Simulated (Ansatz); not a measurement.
# C2H7BrGe: structure from calculated spectroscopic constants

These gas-phase data were calculated for one isomer of C2H7BrGe at r2SCAN-D4/def2-SVP (harmonic, unscaled wavenumbers; equilibrium rotational constants with average atomic masses):

```
rotational constants            : 21.57, 0.5685, 0.5617 GHz
all wavenumbers above 1500 cm⁻¹ : 3166, 3124, 3088, 3060, 2164, 2156, 2149
```

Candidates:

(1) `[CH3][GeH]([CH3])[Br]`, a singlet
(2) `[GeH3][CH2]CBr`, a singlet
(3) `C[CH2][GeH2][Br]`, a singlet

Q: Assign the data to one candidate and say why.

A: Candidate (2). 3 modes lie between 1900 and 2250 cm⁻¹, one for each Ge–H bond, while (1) has 1, (3) has 2.

The same quantities for all candidates:

|  | rotational constants (GHz) | wavenumbers above 1500 cm⁻¹ | E above the lowest, r2SCAN-D4/def2-SVP (kcal/mol) |
| --- | --- | --- | --- |
| (1) | 4.658, 1.564, 1.303 | 3171, 3171, 3156, 3155, 3045, 3044, 2139 | 0.0 |
| (2) | 21.57, 0.5685, 0.5617 | 3166, 3124, 3088, 3060, 2164, 2156, 2149 | 42.1 |
| (3) | 4.09, 1.523, 1.176 | 3132, 3121, 3099, 3036, 3030, 2158, 2145 | 9.4 |

Harmonic stretches to hydrogen usually lie a few per cent above observed fundamentals. Each candidate is one conformer. Programs: Ansatz 0.2.0.
